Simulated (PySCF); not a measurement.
# Nuclear quadrupole coupling in `CC(C)O[Si@@H](S)C#C[SiH3]`

C5H12OSSi2.
Cartesian coordinates in Å at the GFN2-xTB level; atoms count from 1:
```
atom  x, y, z in Å
C1    -1.2790    1.1853   -0.0601
C2    -1.6973   -0.2563    0.2054
C3    -3.1682   -0.4883   -0.1194
O4    -0.9341   -1.1271   -0.5962
Si5    0.5165   -1.7625   -0.2799
S6     0.9537   -2.8208   -2.0958
C7     1.8115   -0.4757    0.0429
C8     2.6319    0.3945    0.2355
Si9    3.8683    1.7386    0.5377
H10   -1.4344    1.4250   -1.1093
H11   -0.2247    1.3147    0.1732
H12   -1.8677    1.8632    0.5512
H13   -1.5122   -0.4951    1.2618
H14   -3.3514   -0.2669   -1.1680
H15   -3.4325   -1.5262    0.0670
H16   -3.7929    0.1527    0.4962
H17    0.4854   -2.7155    0.8248
H18   -0.0646   -2.3338   -2.7867
H19    4.4121    2.1643   -0.7527
H20    4.9153    1.2055    1.4108
H21    3.1552    2.8414    1.1923
```

Field gradients from the PBE0/pcSseg-1 density (PySCF, non-relativistic), principal values in atomic units, ordered |Vxx| ≤ |Vyy| ≤ |Vzz|:

| atom | Vxx | Vyy | Vzz |
| --- | --- | --- | --- |
| O4 | -0.4578 | -1.1673 | 1.6251 |
| S6 | 0.1539 | 1.9282 | -2.0821 |

Q: Find the asymmetry η = (Vxx − Vyy)/Vzz and the couplings χ = eQV/h (234.96 MHz × Q in barn × V in au), with Q(17O) = −0.0256 b, Q(33S) = −0.0678 b.

A: 
| atom | environment | nucleus | η | χzz (MHz) | χxx (MHz) | χyy (MHz) |
| --- | --- | --- | --- | --- | --- | --- |
| O4 | silyl ether oxygen | 17O | 0.44 | -9.78 | 2.75 | 7.02 |
| S6 | sulfur bonded to Si and H | 33S | 0.85 | 33.17 | -2.45 | -30.72 |

The tensor is traceless: Vxx + Vyy + Vzz = 0.

Q: What is Vzz at O4 in SI units (1 au = 9.71736 × 10²¹ V/m²)?

A: 1.6251 au = 15.792 × 10²¹ V/m².

Were the hydrogens deuterons (Q(2H) = 0.00286 b), χzz would run from 106 kHz (H21) to 214 kHz (H12 and H16).

Isolated species at its GFN2-xTB geometry (one conformer only). GFN2-xTB bond lengths can be off by several hundredths of an ångström, more for odd bonds, and the gradients follow them. The basis is small and wasn't made for field gradients, so the couplings can be 20 % off.
